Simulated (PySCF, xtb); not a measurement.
Cl2FH3Si2, SMILES [SiH2]([SiH](Cl)Cl)F.

GFN2-xTB (xtb) at its own geometry gives an orbital gap of 4.33 eV and a dipole moment of 0.90 D.

Geometry optimised at B3LYP-D3(BJ)/def2-SVP. The structure was generated by enumeration, and PubChem lists no compound with its InChIKey, so it may never have been made. Other conformers were not sampled.

Question: What does PBE/def2-TZVP (PySCF) give? (The exact figures need the calculation; the answer reports its results.)

Answer: gap 5.02 eV (levels -7.16 and -2.14 eV), dipole 1.02 D.
